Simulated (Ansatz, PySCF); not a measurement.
Breaking the H–H spacing in H4 chain (multiplicity 1 held). Energies count from the point at 0.900 Å.
Geometry at that point (charge 0, multiplicity 1):
```xyz
4

H      0.000     0.000     0.000
H      0.000     0.000     0.900
H      0.000     0.000     1.800
H      0.000     0.000     2.700
```

R- and RO- levels are restricted; in cc, def2 and unpolarised 6-31G sets they are followed outwards from rest. U- levels take the lowest unrestricted solution at each point, which mixes spins at long bonds. Curves can end on different states.

Rows in 6-31G* carry no dispersion term and start afresh at each structure (6-31G* with six Cartesian d functions).

The values were computed with Ansatz (Gaussian orbitals); PySCF for 6-31G* rows. Values without a source in brackets are computed.

Problem. One of these levels gives 1230.0 kJ/mol for the energy at R = 3.600 Å. Which one is it?
A. R-B3LYP/6-31G*
B. R-MP2/cc-pVTZ
C. U-CCSD/cc-pVTZ
D. R-HF/cc-pVTZ

Solution. A, R-B3LYP/6-31G*. The others give 1522.2 (R-HF/cc-pVTZ), 1015.6 (R-MP2/cc-pVTZ), 727.5 (U-CCSD/cc-pVTZ)

Doubts at one or more of the structures used: a restricted determinant that unrestricted orbitals would lower (R-HF/cc-pVTZ, R-B3LYP/6-31G*, R-MP2/cc-pVTZ); a spin-contaminated determinant (U-CCSD/cc-pVTZ).

Ansatz is a program for electronic structure.
